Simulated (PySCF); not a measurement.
Electron correlation in N (nitrogen, neutral)

[He] 2s1 2p4, high-spin 4P determinant (an excited configuration). Calculation: PySCF 2.14, in aug-cc-pCVTZ-DK with one added diffuse shell each of s, p, d, f type (8s7p5d3f, 75 functions); scalar relativity by spin-free X2C-1e. Frozen: nothing; 7 electrons correlated.

```
  level  correlation energy (mhartree)
   CCSD                        -166.66
    (T)                          -5.48
CCSD(T)                        -172.14
```

Diagnostics: T1 = 0.023, D1 = 0.0718, largest double amplitude 0.109.

Problem. Is a single reference adequate?

Solution. Mostly. T1 lies below 0.03, but a double amplitude of this size points to a near-degeneracy that CCSD handles and MP2 describes poorly.
